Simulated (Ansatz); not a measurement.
`[SH][GeH]1[CH2][NH]1` + H–F → `[F][GeH]1[CH2][NH]1` + H₂S  (ligand exchange at a Ge–S bond)

Calculated with Ansatz (gas phase, PBE0-D4/def2-TZVP geometries, no zero-point term in ΔE). CBS: MP2 limit from def2 TZ/QZ plus the TZ coupled-cluster correction, frozen cores. This one scheme is used for every species. Functionals use def2-TZVPP. B3LYP here is the variant with VWN-RPA as its local correlation; programs differ in this. For Ge outer-core shells are correlated without core-valence functions, which leaves a few kJ/mol of doubt a bond. Scalar relativity is left out up to krypton. Each species was taken in one conformer, which may not be the lowest.

`[SH][GeH]1[CH2][NH]1`:

Z-matrix (Å, degrees):
```
Ge
C 1 1.912
N 1 1.860 2 46.5
S 1 2.203 2 124.6 3 -90.6
H 1 1.525 2 121.8 3 103.0
H 2 1.087 1 120.4 3 104.3
H 2 1.089 1 118.0 3 -110.0
H 3 1.013 1 117.7 2 105.4
H 4 1.344 1 91.6 2 35.4
```

H–F:

Cartesian coordinates in Å:
```
F -0.326 -0.291 -0.144
H 0.326 0.291 0.144
```

`[F][GeH]1[CH2][NH]1`:

Z-matrix (Å, degrees):
```
Ge
C 1 1.899
N 1 1.837 2 47.4
F 1 1.739 2 114.7 3 103.3
H 1 1.517 2 135.7 3 -93.1
H 2 1.089 1 115.3 3 -110.1
H 2 1.086 1 123.3 3 103.5
H 3 1.013 1 119.6 2 105.4
```

H₂S:

```xyz
3

S    -0.018   -0.614    0.082
H    -0.903    0.290   -0.364
H     0.921    0.323    0.282
```

```tsv
level	ΔE (kJ/mol)	difference from CCSD(T)/CBS
PBE-D4	3.3	-0.3
r2SCAN-D4	-4.2	-7.8
PBE0-D4	5.2	1.6
B3LYP-D4	-5.5	-9.1
ωB97X-V	-10.7	-14.3
ωB97M-V	-7.1	-10.7
B2PLYP	-8.1	-11.7
PBE	-1.4	-5.0
r2SCAN	-5.4	-9.0
PBE0	1.0	-2.6
B3LYP	-13.2	-16.8
HF/def2-TZVPP	-22.1	-25.7
MP2/def2-TZVPP	6.5	2.9
SCS-MP2/def2-TZVPP	-3.4	-7.0
CCSD/def2-TZVPP	-4.5	-8.1
CCSD(T)/def2-TZVPP	-0.8	-4.4
HF/def2-QZVPP	-24.7	-28.3
MP2/def2-QZVPP	8.1	4.5
SCS-MP2/def2-QZVPP	-2.0	-5.6
HF/CBS(def2)	-25.1	-28.7
MP2/CBS(def2)	10.8	7.2
CCSD/CBS(def2)	-0.2	-3.8
CCSD(T)/CBS	3.6	0
```

Largest T1 diagnostic among the species: 0.012.

In def2-TZVPP, CCSD(T) changes the Hartree–Fock value by +21.3 kJ/mol (the triples alone add +3.7 kJ/mol) and MP2 by +28.6 kJ/mol. The D4 term adds +7.6 kJ/mol with B3LYP and +4.2 kJ/mol with PBE0; it sums over pairs of atoms, weighted by their polarisabilities, and B3LYP, whose exchange is more repulsive, gets the larger term.
